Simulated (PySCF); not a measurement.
NICS in isomers of [C9H12P]-.

NICS = −σ at a ghost point: NICS(0) at the centroid of the ring atoms, NICS(1) 1 Å to either side along the normal of their mean plane, zz for the tensor component along that normal. Level: GIAO PBE0/pcSseg-1 (PySCF, non-relativistic, gas phase) on the GFN2-xTB geometries, one conformer each. Atom numbers follow the mapped SMILES.

Problem. Order these rings by mean NICS(1)zz, lowest (most negative) first (ppm).
A. ring C3–P4–C5–C6–C8 in `[CH2:1]=[CH:2][c:3]1[p-:4][cH:5][c:6]([CH3:7])[c:8]1[CH2:9][CH3:10]` (charge -1)
B. ring C5–C6–C7–C8–C9–C10 in `[CH3:1][CH2:2][CH2:3][P-:4][c:5]1[cH:6][cH:7][cH:8][cH:9][cH:10]1` (charge -1)
C. ring C3–C4–C5–C9–P10 in `[CH2:1]=[CH:2][c:3]1[cH:4][c:5]([CH:6]([CH3:7])[CH3:8])[cH:9][p-:10]1` (charge -1)
D. ring C3–C4–P5–C6–C7 in `[CH2:1]=[CH:2][c:3]1[cH:4][p-:5][cH:6][c:7]1[CH:8]([CH3:9])[CH3:10]` (charge -1)
E. ring C3–P4–C5–C7–C9 in `[CH2:1]=[CH:2][c:3]1[p-:4][c:5]([CH3:6])[c:7]([CH3:8])[c:9]1[CH3:10]` (charge -1)

Solution. D (-25.0), C (-23.5), A (-22.2), E (-20.1), B (-11.4).

```
              SMILES                                               ring  NICS(0)  NICS(1)  NICS(1)zz  HOMA  rms pucker (Å)  ring atoms with four or more neighbours
  C=Cc1c[p-]cc1C(C)C  5-membered ring with P; formal bonds all aromatic    -10.3    -10.2      -25.0  0.83            0.00                                        0
C=Cc1cc(C(C)C)c[p-]1  5-membered ring with P; formal bonds all aromatic    -10.0     -9.6      -23.5  0.84            0.00                                        0
  C=Cc1[p-]cc(C)c1CC  5-membered ring with P; formal bonds all aromatic     -9.9     -9.4      -22.2  0.82            0.00                                        0
C=Cc1[p-]c(C)c(C)c1C  5-membered ring with P; formal bonds all aromatic     -9.2     -9.0      -20.1  0.80            0.00                                        0
     CCC[P-]c1ccccc1   6-membered carbocycle; formal bonds all aromatic     -1.7     -5.5      -11.4  0.93            0.00                                        0
```

NICS(0) gives the same order. The isotropic NICS(1) gives the same order. Over the 5 rings with a HOMA value its correlation coefficient with NICS(1)zz is 0.83. HOMA uses Krygowski's 1993 parameters. NICS(1) and NICS(1)zz are means over the two faces.
